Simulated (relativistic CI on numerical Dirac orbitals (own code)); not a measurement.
## Slater and spin-orbit integrals, Sm³⁷⁺

Calculated at this level of theory: Dirac-Coulomb-Breit CI, separate exchange-only KLI orbitals for each configuration, model QED (radiative potential, 1s self-energy scaled to tabulated hydrogen-like ionisation energies), unscaled Slater integrals (own radial code, finite nucleus).

Slater integrals F^k, G^k are unscaled and averaged over j, outside the closed core [Ne]; ζ comes from projecting the Hamiltonian with its Breit term on Σ l·s of the shell.

- 3s2 3p6 3d7: F^2(3d,3d) = 468580, F^4(3d,3d) = 302030, ζ(3d) = 93267 cm⁻¹; <r>(3d) = 0.217, <r^2>(3d) = 0.05478 (bohr units).
- 3s2 3p5 3d8: ζ(3p) = 714670, F^2(3d,3d) = 467700, F^4(3d,3d) = 301430, F^2(3p,3d) = 410290, G^1(3p,3d) = 444340, G^3(3p,3d) = 294380, ζ(3d) = 92326 cm⁻¹; <r>(3p) = 0.2415, <r^2>(3p) = 0.06749, <r>(3d) = 0.2174, <r^2>(3d) = 0.05497 (bohr units).
- 3s2 3p4 3d9: F^2(3p,3p) = 408370, ζ(3p) = 714130, F^2(3p,3d) = 409860, G^1(3p,3d) = 444300, G^3(3p,3d) = 294220, ζ(3d) = 91393 cm⁻¹; <r>(3p) = 0.2418, <r^2>(3p) = 0.06763, <r>(3d) = 0.2177, <r^2>(3d) = 0.05516 (bohr units).

Give the Racah parameters of the d shell in 3s2 3p6 3d7.

B = F²/49 − 5F⁴/441 = 6138 cm⁻¹ and C = 35F⁴/441 = 23971 cm⁻¹.

Averages of the first 10 configurations, taken without configuration mixing, which lowers the lowest level and can move excited configurations by several eV; other configurations of the list can lie among them:

| Configuration | Parity | States | Average energy above the lowest level (eV) |
| --- | --- | --- | --- |
| 3s2 3p6 3d7 | even | 120 | 45.0 |
| 3s2 3p5 3d8 | odd | 270 | 387.0 |
| 3s2 3p4 3d9 | even | 150 | 735.5 |
| 3s 3p6 3d8 | even | 90 | 652.4 |
| 3p6 3d9 | even | 10 | 1268.6 |
| 3s 3p5 3d9 | odd | 120 | 993.1 |
| 3s2 3p6 3d6 4s | even | 420 | 1115.5 |
| 3s2 3p6 3d6 4p | odd | 1260 | 1214.0 |
| 3s2 3p4 3d8 4s | even | 1350 | 1790.9 |
| 3s2 3p6 3d6 4d | even | 2100 | 1340.5 |
